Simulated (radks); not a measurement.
Results of a calculation; reference values are marked as such.
Q: The mean radii <r> (bohr) of the occupied orbitals of an atom or ion are listed with their occupations. Code: a radial shooting solver on a logarithmic mesh with Libxc functionals. Model: Dirac Kohn-Sham, BLYP, spin-unpolarised, spherical densities, point nucleus.

orbital  occ.      <r>
1s1/2       2  0.03916
2s1/2       2   0.1722
2p1/2       2   0.1474
2p3/2       4   0.1516
3s1/2       2   0.4916
3p1/2       2   0.4908
3p3/2       4   0.5012
3d3/2       4   0.4942
3d5/2       6   0.4978
4s1/2       1    1.294
4p1/2       2    1.422
4p3/2       3    1.447

Name the element and its charge. Open shells, if any, fill j = l - 1/2 first.

A: Z = 38, strontium, charge +4: Sr4+ in [Ar] 3d10 4s1 4p5. The 1s radius gives Z: for a bare nucleus <r> = (2 gamma + 1)/(2Z) with gamma = sqrt(1 - (Z/c)^2), 0.03844 bohr for Z = 38, and screening makes it slightly larger (0.03916 here). The occupations add up to 34, and the charge is Z minus that.
